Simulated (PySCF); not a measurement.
Isomers of C2H10F2Si3. The calculation used TDDFT PBE0/def2-SVPD, vertical, gas phase, core orbitals frozen in the response (PySCF). Geometries: GFN2-xTB; one conformer of each isolated species. Triplets are in the Tamm–Dancoff approximation.

Question: Rank by computed lowest singlet excitation energy, lowest first.
A. `F[SiH2][C@](F)([SiH3])C[SiH3]`
B. `FC[SiH2][C@H](F)[SiH2][SiH3]`
C. `FC(F)[Si@@H]([SiH2][SiH3])C`
D. `FC(F)C([SiH3])([SiH3])[SiH3]`

Answer: A (5.95 eV), B (6.35 eV), C (6.50 eV), D (7.68 eV).

```tsv
SMILES	S1 (eV)	f (S1)	T1 (eV)	LUMO (eV)	HOMO (eV)	S1 mainly
F[SiH2][C@](F)([SiH3])C[SiH3]	5.95	0.022	5.52	-0.52	-7.83	H→L (98%)
FC[SiH2][C@H](F)[SiH2][SiH3]	6.35	0.135	5.75	-0.55	-8.03	H→L (89%)
C[Si@H]([SiH2][SiH3])C(F)F	6.50	0.034	5.59	-0.61	-8.15	H→L (85%)
FC(F)C([SiH3])([SiH3])[SiH3]	7.68	0.030	7.26	-0.02	-8.89	H→L (97%)
```

H and L stand for HOMO and LUMO.
